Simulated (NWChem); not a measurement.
SiH3S2F; SMILES F[SiH](S)S

```xyz
7

Si    -0.4422    -0.4417    -0.0106
F     -1.8656     0.3275     0.1325
S      0.6946     0.2140    -1.6781
S      0.7512     0.0558     1.6757
H     -0.7903    -1.8775    -0.1488
H      0.1311    -0.6772    -2.5243
H     -0.3060     0.0773     2.5189
```
Atoms are numbered in this order, from 1.

Level: PBE0/def2-SVP (NWChem), optimised geometry, unscaled harmonic frequencies. 

Question: List the harmonic frequencies with IR intensities, and the thermochemistry.

Answer: 
| frequency (cm⁻¹) | IR intensity (km/mol) |
|---|---|
| 141 | 4.4 |
| 167 | 22.1 |
| 203 | 16.7 |
| 242 | 8.0 |
| 282 | 22.2 |
| 495 | 23.1 |
| 573 | 78.2 |
| 677 | 75.4 |
| 766 | 33.0 |
| 808 | 157.1 |
| 849 | 22.9 |
| 916 | 181.0 |
| 2278 | 103.5 |
| 2709 | 1.4 |
| 2713 | 0.8 |

```json
{
  "zero_point_energy": "19.7 kcal/mol",
  "thermal correction to the enthalpy at 298.15 K (with zero-point energy)": "24.4 kcal/mol",
  "heat capacity Cv": "20.7 cal/(mol K)",
  "entropy at 298.15 K and 1 atm (symmetry number 1)": "80.3 cal/(mol K)",
  "dipole_moment": "1.60 D"
}
```

Rigid rotor and harmonic oscillator.
